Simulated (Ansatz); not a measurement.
```yaml
crystal:
  periodic: [false, false, false]
  atoms:
    - {symbol: B, position_ang: [-1.023367, 1.654369, 1.345847]}
    - {symbol: P, position_ang: [0.620869, 0.818192, 1.373953]}
    - {symbol: Si, position_ang: [0.889380, 0.032644, -0.693457]}
    - {symbol: C, position_ang: [-0.056977, -1.522962, -1.041549]}
    - {symbol: F, position_ang: [2.445147, -0.286385, -0.921120]}
    - {symbol: H, position_ang: [-1.270080, 2.389981, 0.437961]}
    - {symbol: H, position_ang: [-1.767349, 1.558699, 2.273288]}
    - {symbol: H, position_ang: [0.480821, -0.321756, 2.195966]}
    - {symbol: H, position_ang: [0.521292, 1.150781, -1.595256]}
    - {symbol: H, position_ang: [0.169322, -1.890541, -2.045754]}
    - {symbol: H, position_ang: [-1.130635, -1.332990, -0.972749]}
    - {symbol: H, position_ang: [0.198576, -2.305135, -0.323233]}
basis:
  gaussian: {orbitals: 6-31G, fitting: {mean_field: def2-universal-jkfit}, point_charges: [{charge: 2.00, position_ang: [6.843, -0.841, 0.032]}]}
hamiltonian: {xc: {name: wB97}}
```

```sh
$ ansatz run in.yaml --threads 4 --pin off --events-out ev --progress --plain --max-ram 10444MiB
```

It prints (some lines left out):

```
Functional definition: wB97
609 factors; integrals over basis functions are off by at most 7.6e-2 eV
609 factors; integrals over basis functions are off by at most 7.3e-7 eV
mean field evaluation 1: about -21704.6583 eV, gradient 3.6e1 eV
mean field evaluation 2: about -21705.6796 eV, gradient 3.5e1 eV
mean field evaluation 4: about -21707.4468 eV, gradient 1.4e0 eV
mean field evaluation 8: about -21707.4555 eV, gradient 2.2e-2 eV
mean field -21707.45549799 eV, -797.7342757093 hartree, gradient 2.6e-5 eV, S^2 0.000000; 0 other end points of the search recorded, 0 dependent functions left out
reference -21707.45548845 eV, -797.7342753586 hartree; 28, 28 occupied and 39, 39 virtual orbitals, 609 factors
Total energy: -21707.45548845 eV, -797.7342753586 hartree
```

Hardware: 4 threads of an Arm Neoverse V2 on a shared host. Wall time 1.6 s, peak host memory 0.19 GiB.
